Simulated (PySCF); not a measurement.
## Computed properties of C2H6F2Si, SMILES C[SiH2]C(F)F

C₂H₆F₂Si, SMILES FC([SiH2]C)F. The structure is a stationary point at B3LYP-D3(BJ)/def2-SVP. The values are those of a single conformer. All values are computed for the isolated molecule unless a solvent is named; none is compared with measurement here.

**Structure.** The optimised structure has Cs symmetry. All 27 harmonic modes at B3LYP-D3(BJ)/def2-SVP (PySCF) are real, so it is a minimum. With heavy atoms numbered as in [CH3:1][SiH2:2][CH:3]([F:4])[F:5], the shortest bond between them is C3–F5 at 1.373 Å and the longest Si2–C3 at 1.925 Å.

**Vibrations.** The strongest infrared lines (harmonic, unscaled, degenerate partners summed) lie at 912 cm⁻¹ (187 km/mol, H 73 %, Si 16 %, C 10 %), 1065 cm⁻¹ (149 km/mol, C 60 %, F 34 %), 2230 cm⁻¹ (130 km/mol, H 96 %). The softest mode is at 69 cm⁻¹ and the zero-point energy is 47.6 kcal/mol.

**Electronic structure.** B3LYP/def2-TZVP (PySCF) places the frontier levels at -8.28 and 0.21 eV, a gap of 8.49 eV, and gives a dipole moment of 1.62 D and a mean polarisability of 52.6 bohr³. PBE/def2-TZVP (PySCF) at the same geometry gives -6.92 and -0.33 eV, so its gap is 1.90 eV narrower. An orbital gap is neither the optical nor the fundamental gap.

**Excitations.** TDDFT-PBE0/def2-SVPD (PySCF) has S1 at 7.70 eV (161 nm, f = 0.009, weak); the most intense of the 10 singlets computed lies at 8.77 eV (f = 0.12). T1 (TDA) is at 7.29 eV. TDDFT-PBE/def2-SVPD (PySCF) puts S1 at 6.74 eV. No vertical singlet excitation falls in the visible range (under 3.1 eV).

**NMR.** GIAO shifts at PBE0/pcSseg-1 (PySCF) (non-relativistic, atoms alike by connectivity averaged): ¹³C from -10.7 to 127.6 ppm against TMS; ¹H from 0.7 to 6.6 ppm against TMS; ²⁹Si at -41.3 ppm against TMS; ¹⁹F at -155.7 ppm against CFCl3.

**Solvation.** SMD-PBE0/def2-SVP (PySCF) gives 1.1 kcal/mol in water, -2.7 kcal/mol in dichloromethane, -2.7 kcal/mol in ethanol (1 M in both phases, gas-phase geometry).
